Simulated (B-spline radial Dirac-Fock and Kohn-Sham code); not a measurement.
Z = 58 (cerium), transition energy 668 keV. These are calculated numbers from a radial atomic solver; the model is a Dirac-Hartree-Slater potential of the neutral atom with a Latter tail (no hole, which puts coefficients of high multipoles low close above an edge), finite nucleus with surface currents. Subshells that would emit electrons below 1 keV are left out.

Question: A pure transition shows α(K) = 0.102, L1/L2 = 6.62 and L1/L3 = 8.09. What is its multipolarity?
A. E3
B. E1
C. M2
D. M4
E. E2
F. M3
G. M1
H. E4

Answer: D. For comparison, α(K), L1/L2, L1/L3 are E1 0.00164, 23.6, 19.4; E2 0.00432, 6.70, 11.1; E3 0.0102, 2.63, 6.72; E4 0.0233, 1.39, 4.37; M1 0.00656, 21.2, 92.4; M2 0.0185, 13.4, 52.4; M3 0.0442, 9.06, 18.1.
